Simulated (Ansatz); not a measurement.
A search over several starts for the lowest SCF solution of the cluster Ni2H4⁻ at the given spin, in a small basis.

```yaml
crystal:
  periodic: [false, false, false]
  atoms:
    - {symbol: Ni, position_ang: [-1.138595, -0.177648, -0.207523]}
    - {symbol: Ni, position_ang: [1.150988, -0.209910, -0.046765]}
    - {symbol: H, position_ang: [-2.451465, 0.675152, -0.203327]}
    - {symbol: H, position_ang: [2.473787, 0.605750, 0.142497]}
    - {symbol: H, position_ang: [-0.062713, 0.420778, 0.977604]}
    - {symbol: H, position_ang: [0.027997, -1.314122, -0.662486]}
basis:
  gaussian: {orbitals: def2-SVP, initial_orbitals: start.molden}
total_charge: -1
magnetization: {spin_polarized: true, initial_magnetization: 3}
hamiltonian: {xc: pbe0, dispersion: d4}
output: {orbitals: {seedname: orbitals}}
```

The file start.molden holds the orbitals of an earlier run on this structure, at another level or in another basis.

```sh
$ ansatz run in.yaml --threads 4 --pin off --events-out ev --progress --plain --max-ram 3916MiB
```

Output, abridged:

```
Functional definition: PBE0
879 factors; integrals over basis functions are off by at most 1.1e-3 eV
mean field evaluation 1: about -82125.1909 eV, gradient 1.5e1 eV
mean field evaluation 2: about -82126.6295 eV, gradient 1.4e0 eV
mean field evaluation 4: about -82126.8568 eV, gradient 4.2e-1 eV
mean field evaluation 8: about -82126.8626 eV, gradient 8.4e-3 eV
mean field evaluation 16: about -82126.8626 eV, gradient 1.2e-5 eV
mean field evaluation 32: about -82126.8549 eV, gradient 1.5e-1 eV
mean field evaluation 64: about -82126.8626 eV, gradient 4.4e-4 eV
mean field evaluation 96: about -82126.7755 eV, gradient 5.8e-1 eV
mean field -82126.86260606 eV, -3018.1065331857 hartree, gradient 1.2e-5 eV, S^2 3.814395; 6 other end points of the search recorded, 0 dependent functions left out
reference -82126.86264268 eV, -3018.1065345317 hartree; 32, 29 occupied and 50, 53 virtual orbitals, 879 factors
Total energy: -82126.99383003 eV, -3018.1113555777 hartree
```

Hardware: 4 threads of Arm Neoverse V2 on a shared host. Wall time 7.5 s.

The highest occupied level of the charge -1 quartet lies above zero (up to 0.12 eV). The electron is either unbound and held by the finite basis, or the level is raised by self-interaction error. The structure comes from a short search, and lower isomers may exist.
